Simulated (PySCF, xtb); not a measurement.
C3H7FSi, SMILES F[C@H]1C[C@@H]1[SiH3].

Harmonic wavenumbers (cm⁻¹) from GFN2-xTB (xtb 6.7.1) at its own minimum, in rising order: 70, 166, 221, 354, 414, 533, 549, 711, 772, 783, 791, 835, 901, 972, 1007, 1036, 1072, 1080, 1141, 1227, 1253, 1379, 1458, 2259, 2273, 2279, 3040, 3047, 3088, 3103.

Problem. What does B3LYP-D3(BJ)/def2-SVP (PySCF) give at its own minimum? (Estimate from the structure and the level; the computed values follow.)

Solution. 116, 157, 214, 360, 427, 590, 637, 722, 820, 891, 930, 949, 955, 964, 996, 1052, 1068, 1103, 1182, 1217, 1273, 1400, 1473, 2213, 2221, 2222, 3120, 3142, 3146, 3219. Paired by order, the mean absolute difference is 46 cm⁻¹ and the zero-point energies are 54.1 and 55.4 kcal/mol.
